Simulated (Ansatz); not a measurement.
Species: BAs$_{2}$H$_{4}$, charge 0, doublet. BAs2H4 (SMILES [AsH]B[AsH2], doublet).
B3LYP-D3(BJ)/def2-TZVP minimum from Ansatz (a program for electronic structure):
```
B
H 1 1.1889
As 1 1.9929 2 120.20
H 3 1.5319 1 95.92 2 -155.95
As 1 1.9998 2 117.35 3 -178.04
H 5 1.5159 1 101.50 2 -148.65
H 5 1.5176 6 97.18 1 -103.05
```
Charge 0, spin multiplicity 2.

Total energies in aug-cc-pVDZ, 17 correlated electrons, 29 frozen orbitals. UHF or UKS for unpaired electrons; spin-orbit terms are left out. Cores are frozen in correlated methods (noble-gas shells, and filled d and f shells in the p block). No relativity.

| method | program | energy (Eh) | minus CCSDT(Q) (mEh) |
|---|---|---|---|
| HF | Ansatz | -4495.32585 | 367.93 |
| MP2 | Ansatz | -4495.62454 | 69.24 |
| CCSD | Ansatz | -4495.67776 | 16.03 |
| CCSD(T) | Ansatz | -4495.69113 | 2.65 |
| CCSDT(Q) | Ansatz | -4495.69378 | 0.00 |

Rough core times of Ansatz's runs on a shared machine: CCSD(T) 70 s, CCSDT(Q) 3 h.
